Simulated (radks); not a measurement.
Results of a calculation; reference values are marked as such.
Species: the chromium ion Cr12+. Configuration: [Ne] 3s1 3p(1/2: 1, 3/2: 0) (not the ground configuration). Level of theory: Dirac Kohn-Sham, BLYP, spin-unpolarised, spherical densities, finite nucleus; Fermi nuclear charge, rms radius 3.6452 fm (a radial shooting solver on a logarithmic mesh with Libxc functionals).

Radial electron density D(r) = 4 pi r^2 rho(r):

| r (bohr) | D(r) (e/bohr) |
|---|---|
| 0.002935 | 0.9594 |
| 0.003283 | 1.176 |
| 0.003672 | 1.439 |
| 0.004107 | 1.757 |
| 0.004593 | 2.140 |
| 0.005138 | 2.600 |
| 0.005747 | 3.148 |
| 0.006428 | 3.798 |
| 0.007247 | 4.625 |
| 0.008106 | 5.533 |
| 0.009067 | 6.587 |
| 0.01014 | 7.800 |
| 0.01134 | 9.181 |
| 0.01269 | 10.73 |
| 0.01419 | 12.45 |
| 0.01587 | 14.33 |
| 0.01775 | 16.33 |
| 0.01986 | 18.42 |
| 0.02221 | 20.53 |
| 0.02484 | 22.60 |
| 0.02779 | 24.52 |
| 0.03108 | 26.20 |
| 0.03477 | 27.52 |
| 0.03889 | 28.37 |
| 0.04349 | 28.69 |
| 0.04865 | 28.44 |
| 0.05441 | 27.64 |
| 0.06086 | 26.39 |
| 0.06808 | 24.88 |
| 0.07676 | 23.25 |
| 0.08585 | 22.02 |
| 0.09603 | 21.36 |
| 0.1074 | 21.48 |
| 0.1201 | 22.45 |
| 0.1344 | 24.15 |
| 0.1503 | 26.29 |
| 0.1681 | 28.38 |
| 0.188 | 29.88 |
| 0.2103 | 30.28 |
| 0.2352 | 29.23 |
| 0.2631 | 26.69 |
| 0.2943 | 22.92 |
| 0.3292 | 18.45 |
| 0.3682 | 13.97 |
| 0.4118 | 10.09 |
| 0.4606 | 7.226 |
| 0.5152 | 5.438 |
| 0.5763 | 4.509 |
| 0.6446 | 4.048 |
| 0.721 | 3.670 |
| 0.8129 | 3.099 |
| 0.9093 | 2.385 |
| 1.017 | 1.622 |
| 1.138 | 0.9594 |
| 1.272 | 0.4879 |
| 1.423 | 0.2106 |
| 1.592 | 0.07613 |
| 1.78 | 0.02255 |
| 1.991 | 0.005303 |
| 2.228 | 0.0009621 |
| 2.491 | 0.0001323 |

D(r) has 2 maxima, at r = 0.0438, 0.205 bohr, and minima at 0.0999 bohr, inside which lie 2.15 electrons.
